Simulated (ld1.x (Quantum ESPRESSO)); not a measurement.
## Reading a pseudo-wave (manganese (Mn))

Columns: radius, all-electron u(r) and pseudo u(r) of the 4s shell (level -5.11 eV) of manganese in the configuration [Ne] 3s2 3p6 3d5 4s2 4p0; PBE, scalar-relativistic, RRKJ scheme, ld1.x (Quantum ESPRESSO) 7.5.

```csv
r (bohr),all-electron,pseudo
0.138,-0.1283,-0.0205
0.275,-0.0909,-0.0415
0.413,0.1203,-0.0644
0.550,0.2498,-0.0894
0.688,0.2626,-0.1180
0.825,0.1932,-0.1504
0.963,0.0815,-0.1880
1.100,-0.0424,-0.2306
1.238,-0.1633,-0.2788
1.375,-0.2711,-0.3310
1.513,-0.3638,-0.3861
1.650,-0.4393,-0.4408
1.788,-0.4996,-0.4926
1.925,-0.5453,-0.5373
2.062,-0.5784,-0.5729
2.200,-0.6010,-0.5983
2.338,-0.6142,-0.6133
2.475,-0.6195,-0.6193
2.613,-0.6181,-0.6181
2.750,-0.6112,-0.6112
2.888,-0.5999,-0.5999
3.025,-0.5850,-0.5850
3.162,-0.5673,-0.5673
3.300,-0.5474,-0.5474
3.438,-0.5258,-0.5258
3.575,-0.5034,-0.5034
```

Problem. How many radial nodes do the two functions have?

Solution. The all-electron 4s function has n − l − 1 = 3 (the table is too coarse to show those close to the nucleus); the pseudo-wave has 0, since the states of the same l below it are removed with the core.

Problem. At about which radius was the pseudo-wave matched?

Solution. 2.75 bohr. The columns agree to 0.0005 from 2.48 bohr on; several derivatives are matched, so the curves merge somewhat inside the radius.

Problem. Is the pseudo-wave norm-conserving?

Solution. Yes: the RRKJ scheme keeps the norm inside the radius equal to the all-electron one, which fixes the energy derivative of the logarithmic derivative at the level.
